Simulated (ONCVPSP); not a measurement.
## What one change does to a pseudopotential (Ni, ONCV)

* Element: nickel (Ni)
* Generator: ONCVPSP 4.0.1
* Type: optimised norm-conserving Vanderbilt (ONCV)
* Functional: BLYP
* Relativity: scalar-relativistic
* Frozen core: [Ar]
* Valence charge: 10
* Reference configuration: 3d8 4s1.75 (charge +0.25)
* Partial waves: 4s: rc 2.40 bohr, ncon 4, nbas 8, qcut 2.4 1/bohr, 1 projector; p scattering state at 0.16 Ha: rc 2.40 bohr, ncon 5, nbas 9, qcut 3 1/bohr, 2 projectors, debl 3.5 Ha; 3d: rc 0.80 bohr, ncon 4, nbas 8, qcut 11.4 1/bohr, 1 projector
* Local potential: polynomial inside 0.70 bohr (lpopt 5, dvloc0 6 Ha)
* Core correction: polynomial model core, fcfact 0.7

In the p channel the program set the typed energies aside and used 0.050, 3.550 Ha.

Change: core correction Teter function fitted to the true core (icmod 2), fcfact 0.7.

Cutoffs: the cutoffs (Ha) at which the residual kinetic energy of the hardest occupied pseudo-wave falls to 1 and 0.1 mHa per electron; they do not see the model core or the augmentation charge, which bear on the density cutoff. Errors are all-electron minus pseudo energies relative to the spin-unpolarised reference configuration.

How do hardness, ghosts and transferability respond?

The potential gets neither clearly harder nor softer (357 Ha and 452 Ha → 357 Ha and 452 Ha); both files keep a bound ghost (s); of the 4 tests that both files solve, the error grows in 0 and shrinks in 3 by more than 15 % and 0.3 meV (median size 14.0 → 8.6 meV). A model core, the more so a compact one, raises the density cutoff, which this test does not measure.

```tsv
quantity	base	changed
cutoff, loose	357 Ha	357 Ha
cutoff, tight	452 Ha	452 Ha
bound ghosts	s	s
GHOST(+) flags under 300 eV	p at 68.3 eV	p at 68.3 eV
error for 3d8 4s2, meV [ΔE -1.62 eV]	+0.1	+0.3
error for 3d8 4s1, meV [ΔE 7.72 eV]	-4.4	-0.9
error for 3d8 4s0, meV [ΔE 25.27 eV]	-50	-18
error for 3d8 4s0 4p1, meV [ΔE 13.44 eV]	-24	-16
s: phases at 2.43 bohr within 0.05 rad from the reference energy up to (Ha; the scan ends near 5)	0.8	0.8
p: phases at 2.43 bohr within 0.05 rad from the reference energy up to (Ha; the scan ends near 5)	2.2	2.2
d: phases at 0.81 bohr within 0.05 rad from the reference energy up to (Ha; the scan ends near 5)	to the end of the scan	to the end of the scan
rms error of d²Exc/dni dnj with the model core, mHa	2.10	2.87
```

 A true bound ghost makes a file unfit for plane-wave use even where its test errors are small: the radial tests pick states by their node count and pass the ghost by.
